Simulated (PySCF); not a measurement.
Electron correlation in As (arsenic, neutral)

[Ar] 3d10 4s1 4p4, high-spin 4P determinant (an excited configuration). Computed with PySCF 2.14 in aug-cc-pVTZ-DK, with scalar relativity by spin-free X2C-1e. Frozen: [Ar] 3d10; 5 electrons correlated.

```csv
level,correlation energy (mhartree)
CCSD,-100.83
(T),-11.16
CCSD(T),-111.99
```

Diagnostics: T1 = 0.038, D1 = 0.1087, largest double amplitude 0.289.

T1 exceeds 0.03, a sign that the reference determinant is poor. A double-excitation amplitude exceeds 0.15, a sign of near-degeneracy.

Cost of the coupled-cluster step: about 2.4 core-seconds, for 5 correlated electrons.
